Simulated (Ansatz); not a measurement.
System: AuCl (charge -1, doublet). The spin state was set by rule; other spins were not relaxed. 
Geometry from a B3LYP-D3(BJ)/def2-TZVP (Ansatz, an electronic-structure program) optimisation:
```
Au
Cl 1 2.4675
```
Charge -1, spin multiplicity 2.

Basis-set convergence of Hartree-Fock and CCSD correlation energies (hartree) with Ansatz. Valence correlation only, unless marked. Open shells are spin-unrestricted. No spin-orbit coupling. Frozen are the shells of the preceding noble gas and the d and f shells that filled before the atom's block. In def2 rows, elements after Kr have scalar-relativistic effective core potentials. This anion needs diffuse functions, which these sets lack.

| basis | functions | E(HF) | E(corr, CCSD) |
|---|---|---|---|
| def2-SVP | 50 | -594.20773 | -0.40375 |
| def2-TZVPP | 98 | -594.37883 | -0.57088 |
| def2-QZVPP | 158 | … | … |

Problem. What belongs in the gaps?

Solution. 
- def2-QZVPP, E(HF): -594.39475
- def2-QZVPP, E(corr, CCSD): -0.61580
